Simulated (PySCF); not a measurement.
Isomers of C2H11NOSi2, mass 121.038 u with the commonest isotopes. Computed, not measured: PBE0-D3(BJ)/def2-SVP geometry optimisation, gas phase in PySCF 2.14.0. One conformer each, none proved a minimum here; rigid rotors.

Problem. Order these by radius of gyration √(Σ m r²/M), largest first.
A. `[CH3:1][CH2:2][O:3][Si@@H:4]([NH2:5])[SiH3:6]` with C1–C2–O3–Si4 -171°, C2–O3–Si4–N5 59°, O3–Si4–N5–H 67° and -92°
B. `[CH3:1][CH2:2][O:3][SiH2:4][SiH2:5][NH2:6]` with C1–C2–O3–Si4 82°, C2–O3–Si4–Si5 171°, O3–Si4–Si5–N6 -174°, Si4–Si5–N6–H -167° and 55°
C. `[CH3:1][O:2][C@H:3]([SiH3:4])[SiH2:5][NH2:6]` with C1–O2–C3–Si4 -86°, O2–C3–Si5–N6 -51°, C3–Si5–N6–H -178° and 46°

Solution. B (2.339 Å), A (2.155 Å), C (1.998 Å).

Problem. Order these by rotational constant B, smallest first.
A. `[CH3:1][O:2][C@H:3]([SiH3:4])[SiH2:5][NH2:6]` with C1–O2–C3–Si4 -86°, O2–C3–Si5–N6 -51°, C3–Si5–N6–H -178° and 46°
B. `[CH3:1][CH2:2][O:3][Si@@H:4]([NH2:5])[SiH3:6]` with C1–C2–O3–Si4 -171°, C2–O3–Si4–N5 59°, O3–Si4–N5–H 67° and -92°
C. `[CH3:1][CH2:2][O:3][SiH2:4][SiH2:5][NH2:6]` with C1–C2–O3–Si4 82°, C2–O3–Si4–Si5 171°, O3–Si4–Si5–N6 -174°, Si4–Si5–N6–H -167° and 55°

Solution. C (818.6 MHz), B (1154 MHz), A (1633 MHz).

Problem. Order these by rotational constant A, smallest first.
A. `[CH3:1][O:2][C@H:3]([SiH3:4])[SiH2:5][NH2:6]` with C1–O2–C3–Si4 -86°, O2–C3–Si5–N6 -51°, C3–Si5–N6–H -178° and 46°
B. `[CH3:1][CH2:2][O:3][Si@@H:4]([NH2:5])[SiH3:6]` with C1–C2–O3–Si4 -171°, C2–O3–Si4–N5 59°, O3–Si4–N5–H 67° and -92°
C. `[CH3:1][CH2:2][O:3][SiH2:4][SiH2:5][NH2:6]` with C1–C2–O3–Si4 82°, C2–O3–Si4–Si5 171°, O3–Si4–Si5–N6 -174°, Si4–Si5–N6–H -167° and 55°

Solution. A (2680 MHz), B (3427 MHz), C (7515 MHz).

| SMILES | point group | Ia (u·Å²) | Ib (u·Å²) | Ic (u·Å²) | κ | μa (D) | μb (D) | μc (D) |
| --- | --- | --- | --- | --- | --- | --- | --- | --- |
| CCO[Si@@H](N)[SiH3] | C1 | 147.48 | 438.07 | 538.43 | -0.83 | 1.20 | 2.03 | 0.53 |
| CCO[SiH2][SiH2]N | C1 | 67.25 | 617.38 | 639.27 | -0.99 | 0.45 | 0.74 | 0.81 |
| CO[C@H]([SiH3])[SiH2]N | C1 | 188.56 | 309.40 | 468.60 | -0.31 | 0.55 | 1.39 | 0.45 |
